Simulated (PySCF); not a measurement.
ClH7OSi3, SMILES [SiH2](O[SiH3])[SiH2]Cl.

Geometry optimised at B3LYP-D3(BJ)/def2-SVP. The structure was generated by enumeration, and PubChem lists no compound with its InChIKey, so it may never have been made. The values are those of a single conformer.

All values below come from TDA-PBE/def2-SVPD (PySCF).

Vertical excitations. Gas-phase values at a fixed geometry.

Task: List the lowest excited states. (Estimate from the structure and the level; the computed values follow.)

Result: 
| state | energy (eV) | λ (nm) | f | main pairs |
|---|---|---|---|---|
| S1 | 4.98 | 249 | 0.012 | HOMO→LUMO 98 % |
| S2 | 5.46 | 227 | 0.000 | HOMO−1→LUMO 100 % |
| S3 | 5.73 | 216 | 0.002 | HOMO−2→LUMO 100 % |
| S4 | 6.14 | 202 | 0.005 | HOMO−3→LUMO 93 % |
| S5 | 6.27 | 198 | 0.005 | HOMO→LUMO+2 89 % |
| S6 | 6.40 | 194 | 0.007 | HOMO→LUMO+3 86 % |
| S7 | 6.50 | 191 | 0.018 | HOMO→LUMO+1 89 % |
| S8 | 6.60 | 188 | 0.010 | HOMO−4→LUMO 74 %, HOMO→LUMO+4 23 % |
| S9 | 6.68 | 185 | 0.002 | HOMO−5→LUMO 95 % |
| S10 | 6.73 | 184 | 0.064 | HOMO→LUMO+4 55 %, HOMO−4→LUMO 22 % |
| T1 | 4.49 | 276 | 0 | HOMO→LUMO 99 % |
| T2 | 5.31 | 234 | 0 | HOMO−1→LUMO 100 % |
| T3 | 5.52 | 225 | 0 | HOMO−2→LUMO 99 % |
| T4 | 5.73 | 216 | 0 | HOMO→LUMO+1 98 % |
Triplets are in the Tamm–Dancoff approximation.
